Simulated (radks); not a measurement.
Isoelectronic series with 18 electrons, each ion in its NIST ground configuration. All-electron calculation, Dirac Kohn-Sham, PBEsol, spin-unpolarised, spherical densities, finite nucleus; Fermi nuclear charge, rms radius of each element as measured or else 0.836 A^(1/3) + 0.57 fm. Program: a radial shooting solver on a logarithmic mesh with Libxc functionals. Total energies (hartree) and orbital eigenvalues (Ry):

| ion | configuration | E (hartree) | 3p3/2 | 3p1/2 | 3s1/2 | 2p3/2 |
|---|---|---|---|---|---|---|
| Ar | [Ar] | -528.48552 | -0.74776 | -0.76072 | -1.77860 | -16.82157 |
| K+ | [Ar] | -601.13198 | -1.81818 | -1.83800 | -3.03802 | -20.94699 |
| Ca2+ | [Ar] | -678.81071 | -3.14961 | -3.17834 | -4.56324 | -25.62174 |
| Sc3+ | [Ar] | -761.51968 | -4.72770 | -4.76773 | -6.33904 | -30.82786 |
| Ti4+ | [Ar] | -849.26286 | -6.54501 | -6.59911 | -8.35792 | -36.55587 |
| V5+ | [Ar] | -942.04772 | -8.59712 | -8.66845 | -10.61565 | -42.80000 |
| Cr6+ | [Ar] | -1039.88409 | -10.88119 | -10.97332 | -13.10974 | -49.55652 |
| Mn7+ | [Ar] | -1142.78375 | -13.39530 | -13.51226 | -15.83868 | -56.82287 |
| Fe8+ | [Ar] | -1250.76006 | -16.13811 | -16.28441 | -18.80161 | -64.59727 |
